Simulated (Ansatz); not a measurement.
Start from `[CH3][AlH][O][SiH2][SiH3]` and change one atom or group to get `F[SiH2]O[SiH2][SiH3]`.

Ansatz, PBE0-D4/def2-TZVP geometries, multiplicity 1. Each molecule was computed in one conformer, which needn't be the lowest.

```json
{"property": "HOMO–LUMO gap (PBE/def2-TZVPP) / eV", "`[CH3][AlH][O][SiH2][SiH3]`": "4.84"}
{"property": "size of the dipole moment (B3LYP/def2-TZVPP) / D", "`[CH3][AlH][O][SiH2][SiH3]`": "1.00"}
{"property": "LUMO energy (PBE0/def2-TZVPP) / eV", "`[CH3][AlH][O][SiH2][SiH3]`": "-0.77"}
{"property": "LUMO energy (B3LYP/def2-TZVPP) / eV", "`[CH3][AlH][O][SiH2][SiH3]`": "-1.00"}
{"property": "LUMO energy (ωB97M-V/def2-TZVPP) / eV", "`[CH3][AlH][O][SiH2][SiH3]`": "0.77"}
{"property": "HOMO–LUMO gap (PBE0/def2-TZVPP) / eV", "`[CH3][AlH][O][SiH2][SiH3]`": "6.83"}
```

**Question.** Give the same properties after the change, and the shifts. (Best estimate.)

**Answer.** Computed: 
```csv
property,`F[SiH2]O[SiH2][SiH3]`,shift
HOMO–LUMO gap (PBE/def2-TZVPP) / eV,5.50,0.66
size of the dipole moment (B3LYP/def2-TZVPP) / D,1.22,0.22
LUMO energy (PBE0/def2-TZVPP) / eV,-0.58,0.19
LUMO energy (B3LYP/def2-TZVPP) / eV,-0.74,0.26
LUMO energy (ωB97M-V/def2-TZVPP) / eV,1.19,0.42
HOMO–LUMO gap (PBE0/def2-TZVPP) / eV,7.55,0.72
```

With PBE0 the HOMO falls by 0.53 eV and the LUMO rises by 0.19 eV, so the gap widens by about 0.72 eV. PBE moves the HOMO by -0.54 eV and ωB97M-V by -0.50 eV. Dipoles are sizes alone; their direction can turn.

B3LYP here is the variant with VWN-RPA as its local correlation; programs differ in this.
